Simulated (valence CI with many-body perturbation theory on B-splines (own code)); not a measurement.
## Sm55+: electric-dipole lines

Method: relativistic CI+MBPT: five valence electrons over a frozen Dirac-Fock core [He], radial functions for each j: 11 s, 11 p, 10 d, 8 f, 5 g, 2 h, with the one-electron correlation potential Σ1 (screened to all orders), the two-electron term Σ2, the three-electron term Σ3, Breit, model QED; selected single and double excitations, second order for the rest, scaled by the run's own slope (own B-spline code, finite nucleus).

The last digits are not significant, and no measured levels were compared; by estimate large intervals hold to a few tenths of a per cent, small ones and those within an open d or f shell to about a per cent. Among the levels kept, up to 7200 cm⁻¹ of a level comes from second order outside the variational space, and about a tenth of that is noise between levels of different J, which matters for small intervals.

Lines 151 to 200 of 600 in falling wavelength, among levels below 8297.8 eV, chosen from the strongest by gf and those to the six lowest levels. Wavelengths and rates use the calculated energies. Electric multipoles are in the length gauge, E1 and E2 with the static RPA response of the core. Weak lines are less certain than strong ones. Lines between different terms over intervals too small for the method are left out, as are lines whose strength nearly cancels. The highest levels of a list are the least certain.

Levels are named by their leading jj configuration (3d3/2^4 stands for four electrons in 3d with j = 3/2), which in mixed levels can hold well under half, so a name can repeat and another be missing. Letters in brackets count levels of one name in rising energy.

```csv
λ vac (Å),Upper,Lower,A (s⁻¹),S (a.u.) with core polarisation,S without
44.98,(2s 2p1/2^2 2p3/2 3p3/2) J=1/2 [a],(2s 2p1/2^2 2p3/2 3s) J=3/2 [a],2.65e+11,2.38e-02,2.38e-02
44.96,(2s 2p1/2 2p3/2^2 3p3/2) J=3/2 [e],(2s 2p1/2 2p3/2^2 3s) J=3/2 [d],1.06e+11,1.90e-02,1.90e-02
44.95,(2s^2 2p1/2 2p3/2 3p3/2) J=3/2 [a],(2s^2 2p1/2 2p3/2 3s) J=3/2 [a],6.46e+10,1.16e-02,1.16e-02
44.92,(2s^2 2p1/2 2p3/2 3d3/2) J=1/2 [a],(2s^2 2p1/2 2p3/2 3p1/2) J=1/2,1.85e+11,1.66e-02,1.66e-02
44.82,(2s 2p1/2 2p3/2^2 3p3/2) J=3/2 [a],(2s 2p1/2 2p3/2^2 3s) J=3/2 [a],2.30e+11,4.08e-02,4.08e-02
44.67,(2s 2p1/2 2p3/2^2 3d3/2) J=7/2 [b],(2s 2p1/2 2p3/2^2 3p1/2) J=7/2,1.20e+11,4.22e-02,4.23e-02
44.64,(2s 2p1/2 2p3/2^2 3p3/2) J=5/2 [e],(2s 2p1/2 2p3/2^2 3s) J=3/2 [c],1.12e+11,2.94e-02,2.94e-02
44.63,(2s 2p1/2^2 2p3/2 3d3/2) J=5/2 [b],(2s^2 2p1/2 2p3/2 3d3/2) J=3/2 [b],6.34e+10,1.67e-02,1.67e-02
44.59,(2s 2p1/2 2p3/2^2 3p1/2) J=3/2 [b],(2s^2 2p3/2^2 3p1/2) J=3/2,8.35e+10,1.46e-02,1.46e-02
44.56,(2s 2p1/2 2p3/2^2 3p1/2) J=1/2 [c],(2s^2 2p3/2^2 3p1/2) J=3/2,1.79e+11,1.56e-02,1.56e-02
44.52,(2s 2p1/2 2p3/2^2 3p3/2) J=5/2 [f],(2s 2p1/2 2p3/2^2 3s) J=3/2 [d],1.47e+11,3.84e-02,3.84e-02
44.51,(2s^2 2p3/2^2 3p3/2) J=3/2 [b],(2s^2 2p3/2^2 3s) J=1/2,2.92e+11,5.08e-02,5.08e-02
44.38,(2s 2p1/2 2p3/2^2 3p3/2) J=5/2 [d],(2s 2p1/2 2p3/2^2 3s) J=3/2 [b],7.75e+10,2.01e-02,2.01e-02
44.28,(2s 2p1/2 2p3/2^2 3d5/2) J=5/2 [b],(2s 2p1/2 2p3/2^2 3p1/2) J=3/2 [c],7.36e+10,1.89e-02,1.89e-02
44.23,(2p1/2^2 2p3/2^2 3p1/2) J=1/2,(2s 2p1/2 2p3/2^2 3p1/2) J=1/2 [d],1.55e+11,1.32e-02,1.32e-02
44.11,(2s 2p1/2 2p3/2^2 3p1/2) J=5/2 [c],(2s^2 2p3/2^2 3p1/2) J=5/2,6.21e+10,1.58e-02,1.58e-02
43.96,(2s 2p1/2 2p3/2^2 3p3/2) J=5/2 [e],(2s 2p1/2 2p3/2^2 3s) J=3/2 [b],7.94e+10,2.00e-02,2.00e-02
43.90,(2s^2 2p1/2 2p3/2 3p3/2) J=5/2 [b],(2s^2 2p1/2 2p3/2 3s) J=3/2 [b],1.79e+11,4.49e-02,4.49e-02
43.87,(2s 2p1/2 2p3/2^2 3p3/2) J=3/2 [f],(2s^2 2p3/2^2 3p3/2) J=3/2 [a],1.38e+11,2.31e-02,2.31e-02
43.79,(2s^2 2p1/2 2p3/2 3d3/2) J=5/2 [b],(2s^2 2p1/2 2p3/2 3p1/2) J=5/2,8.95e+10,2.23e-02,2.23e-02
43.60,(2p1/2^2 2p3/2^2 3p3/2) J=3/2 [a],(2s 2p1/2 2p3/2^2 3p3/2) J=5/2 [d],6.62e+10,1.08e-02,1.08e-02
43.41,(2s 2p1/2 2p3/2^2 3d3/2) J=5/2 [e],(2s 2p1/2 2p3/2^2 3p1/2) J=5/2 [c],8.49e+10,2.06e-02,2.06e-02
43.38,(2p1/2^2 2p3/2^2 3p3/2) J=3/2 [a],(2p1/2^2 2p3/2^2 3s) J=3/2,9.13e+10,1.47e-02,1.47e-02
43.34,(2s 2p1/2^2 2p3/2 3p3/2) J=3/2 [b],(2s 2p1/2^2 2p3/2 3s) J=1/2,1.37e+11,2.19e-02,2.19e-02
43.33,(2s^2 2p1/2 2p3/2 3p3/2) J=3/2 [b],(2s^2 2p1/2 2p3/2 3s) J=1/2,8.15e+10,1.31e-02,1.31e-02
43.16,(2s 2p1/2^2 2p3/2^2) J=1/2,(2s^2 2p1/2 2p3/2^2) J=1/2,4.71e+10,3.74e-03,3.75e-03
43.09,(2s^2 2p1/2 2p3/2 3p3/2) J=5/2 [b],(2s^2 2p1/2 2p3/2 3s) J=5/2,1.94e+11,4.60e-02,4.61e-02
42.26,(2s 2p1/2 2p3/2^2 3p3/2) J=1/2 [d],(2s 2p1/2 2p3/2^2 3s) J=3/2 [d],2.23e+11,1.66e-02,1.66e-02
42.16,(2p1/2^2 2p3/2^2 3p3/2) J=3/2 [a],(2s 2p1/2 2p3/2^2 3p3/2) J=3/2 [d],1.12e+11,1.66e-02,1.66e-02
41.95,(2s 2p1/2 2p3/2^2 3p3/2) J=1/2 [d],(2s 2p1/2 2p3/2^2 3s) J=1/2 [b],1.58e+11,1.15e-02,1.15e-02
41.78,(2s 2p1/2^2 2p3/2 3p3/2) J=5/2 [a],(2s 2p1/2^2 2p3/2 3s) J=5/2,1.88e+11,4.06e-02,4.06e-02
41.62,(2s 2p1/2^2 2p3/2 3p1/2) J=3/2 [b],(2s^2 2p1/2 2p3/2 3p1/2) J=5/2,8.56e+10,1.22e-02,1.22e-02
41.36,(2p1/2^2 2p3/2^2 3s) J=1/2,(2s 2p1/2 2p3/2^2 3s) J=1/2 [c],1.94e+11,1.35e-02,1.35e-02
41.07,(2p1/2^2 2p3/2^2 3p1/2) J=3/2,(2s 2p1/2 2p3/2^2 3p1/2) J=5/2 [b],1.31e+11,1.79e-02,1.79e-02
40.49,(2s^2 2p3/2^2 3p3/2) J=3/2 [a],(2s^2 2p3/2^2 3s) J=3/2,2.76e+11,3.62e-02,3.62e-02
40.38,(2s^2 2p1/2 2p3/2 3p3/2) J=1/2 [b],(2s^2 2p1/2 2p3/2 3s) J=3/2 [b],4.11e+11,2.67e-02,2.67e-02
38.70,(2s 2p1/2 2p3/2^2 3p3/2) J=3/2 [d],(2s 2p1/2 2p3/2^2 3s) J=5/2 [b],9.81e+10,1.12e-02,1.12e-02
38.35,(2s 2p1/2 2p3/2^2 3p3/2) J=5/2 [c],(2s 2p1/2 2p3/2^2 3s) J=7/2,8.62e+10,1.44e-02,1.44e-02
38.14,(2p1/2^2 2p3/2^2 3p3/2) J=5/2,(2s 2p1/2 2p3/2^2 3p3/2) J=7/2 [b],8.04e+10,1.32e-02,1.32e-02
37.97,(2p1/2^2 2p3/2^2 3p3/2) J=7/2,(2s 2p1/2 2p3/2^2 3p3/2) J=9/2,8.32e+10,1.80e-02,1.80e-02
37.94,(2p1/2^2 2p3/2^2 3p1/2) J=5/2,(2s 2p1/2 2p3/2^2 3p1/2) J=7/2,1.09e+11,1.75e-02,1.76e-02
37.81,(2s 2p1/2^2 2p3/2^2) J=3/2,(2s^2 2p1/2 2p3/2^2) J=5/2,5.23e+10,5.58e-03,5.59e-03
35.45,(2s 2p1/2^2 2p3/2^2) J=3/2,(2s^2 2p1/2 2p3/2^2) J=3/2,1.84e+10,1.62e-03,1.62e-03
35.42,(2p1/2^2 2p3/2^3) J=3/2,(2s 2p1/2 2p3/2^3) J=5/2,1.22e+11,1.07e-02,1.07e-02
14.97,(2s 2p1/2 2p3/2^2 3p3/2) J=7/2 [a],(2s^2 2p1/2 2p3/2 3p3/2) J=5/2 [a],4.29e+11,5.69e-03,5.70e-03
14.88,(2s 2p1/2 2p3/2^2 3d3/2) J=9/2,(2s^2 2p1/2 2p3/2 3d5/2) J=7/2 [a],2.42e+11,3.94e-03,3.95e-03
14.88,(2s 2p1/2 2p3/2^2 3d5/2) J=9/2 [b],(2s^2 2p1/2 2p3/2 3d5/2) J=7/2 [b],2.57e+11,4.18e-03,4.19e-03
14.87,(2s 2p1/2 2p3/2^2 3s) J=5/2 [a],(2s^2 2p1/2 2p3/2 3s) J=3/2 [a],5.76e+11,5.61e-03,5.62e-03
14.84,(2s 2p1/2 2p3/2^2 3p3/2) J=7/2 [b],(2s^2 2p1/2 2p3/2 3p3/2) J=5/2 [b],4.39e+11,5.67e-03,5.68e-03
14.72,(2s 2p1/2 2p3/2^2 3p1/2) J=5/2 [a],(2s^2 2p1/2 2p3/2 3p1/2) J=3/2 [a],5.30e+11,5.01e-03,5.02e-03
```
